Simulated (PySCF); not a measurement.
Atom-mapped SMILES (the numbers label the heavy atoms): `[CH3:1][CH2:2][O:3][c:4]1[o:5][c:6]([Cl:7])[n:8][c:9]1[F:10]`; H(Xn) means a hydrogen on atom n.

Computed data (PySCF 2.14.0 with density-fitted response routines): geometry: GFN2-xTB, GIAO PBE0/pcSseg-1 shieldings. Isolated molecule, equivalent nuclei averaged, no relativistic terms, a single conformation.

Question: List the cross peaks expected in HSQC, COSY and HMBC spectra.

Answer: 

HSQC (one-bond C–H):
| δH | δC |
| --- | --- |
| 4.47 (H(C2)) | 68.2 (C2) |
| 1.46 (H(C1)) | 17.3 (C1) |

COSY cross peaks (H two or three bonds apart, from the bond graph; peaks can be absent where the dihedral angle is near 90°):
| δH | δH |
| --- | --- |
| 4.47 (H(C2)) | 1.46 (H(C1)) |

HMBC (two and three bonds, from the bond graph):
| δH | δC |
| --- | --- |
| 4.47 (H(C2)) | 148.0 (C4), 17.3 (C1) |
| 1.46 (H(C1)) | 68.2 (C2) |

Scale: 1H (31.72 ppm) and 13C (186.93 ppm) vs TMS (reference shieldings calculated alike).

Carbons that carry Cl, above all several Cl atoms, come out too deshielded, partly because spin–orbit coupling is missing. Shifts are as computed. Against solution values, carbons near 30 ppm lie about +3 ppm off and those near 130 ppm about +5 ppm; carbons on Cl a further +6 ppm. Of 1211 compounds with measured shifts, 218 miss one by over three times the rms of a fit or turn the order of signals round; such compounds aren't used in these exercises.
